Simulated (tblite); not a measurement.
C6H8N2Si.
Cartesian coordinates in Å at the GFN2-xTB level; atoms count from 1:
```xyz
17
C6H8N2Si angstrom
C      2.6767   -2.0881   -0.1928
C      1.4983   -1.8779   -0.1831
C      0.0883   -1.5802   -0.1650
Si    -0.2148    0.3027   -0.0203
C      0.6612    1.0953    1.4593
C      0.4228    1.0947   -1.6002
N      0.7273    1.5965   -2.5844
N     -1.9148    0.4647    0.2271
C     -2.8473    1.0345   -0.3763
H      3.7035   -2.2999   -0.2066
H     -0.3737   -2.0853    0.6852
H     -0.3717   -1.9760   -1.0729
H      1.7217    0.8639    1.4401
H      0.5515    2.1754    1.4619
H      0.2527    0.7166    2.3910
H     -2.7338    1.6099   -1.2981
H     -3.8551    0.9651    0.0251
```

Computed with GFN2-xTB (tblite): harmonic, unscaled wavenumbers at the GFN2-xTB geometry, gas phase. The method is semi-empirical: single wavenumbers can be off by several per cent or more. One conformer, not necessarily the lowest.

Harmonic wavenumbers (cm⁻¹): 27.4, 66.0, 71.9, 94.7, 95.9, 111.0, 156.2, 181.4, 184.8, 268.7, 287.8, 330.7, 345.4, 400.8, 474.5, 547.7, 629.7, 635.0, 705.8, 741.1, 758.4, 811.0, 842.2, 853.3, 1001.0, 1012.9, 1108.5, 1140.2, 1203.0, 1369.3, 1427.9, 1446.4, 1474.1, 1476.0, 1756.9, 2291.4, 2348.0, 2896.1, 2959.6, 2973.1, 2979.3, 3045.5, 3047.4, 3049.8, 3401.4.

A = 1772, B = 985.8, C = 837.1 MHz; mass 136.046 u (most abundant isotopes); point group C1, symmetry number 1.

**Question.** What is the zero-point energy?

**Answer.** Half the sum of the wavenumbers: 26515 cm⁻¹ = 75.81 kcal/mol.

**Question.** Entropy at 400 K, 1 bar (ideal gas, RRHO, classical rotation)?

**Answer.** Translation 42.12, rotation 30.65, vibration 53.88: S = 126.7 cal/(mol K).

**Question.** And Cp and H(400 K) − H(0)?

**Answer.** Cp = 51.37 cal/(mol K), of which vibrations give 43.42 (their classical limit is 45 R = 89.4); H(400 K) − H(0) = 13.40 kcal/mol without the zero-point energy, 10.22 from vibrations.

**Question.** How do the functions run with temperature in this model?

**Answer.** 
```csv
T (K),S (cal/(mol K)),Cp (cal/(mol K)),H − H(0) (kcal/mol),G − H(0) (kcal/mol),ln q(vib)
50,62.2,17.0,0.59,-2.52,1.10
100,76.5,24.6,1.64,-6.01,3.18
298.15,112.7,43.9,8.54,-25.06,10.84
373.15,123.2,49.5,12.05,-33.91,13.38
500,138.8,57.4,18.85,-50.54,17.36
750,164.3,68.3,34.65,-88.55,24.28
1000,185.0,75.8,52.70,-132.28,30.28
```

q(vib) and H(0) count from the zero-point level.

**Question.** Blend soft modes into free rotors: weight 1/[1 + (100 cm⁻¹/ν̃)⁴] for the oscillator and the rest for a rotor with moment μB/(μ + B), μ = h/(8π²ν), B = 10⁻⁴⁴ kg m². What vibrational entropy results?

**Answer.** 48.26 cal/(mol K) in place of 53.88, which changes −T·S at 400 K by +2.25 kcal/mol.

Hindered rotation and anharmonicity are outside this model. Other conformers, if any are populated, would add a mixing term that is left out. The structure is chiral; the term R ln 2 for an equal mix with its mirror image is left out.

Hardware: one thread, Arm Neoverse N1 (aarch64) (shared host). Cost: 1.2 s. This covers the Hessian and the dipole derivatives.
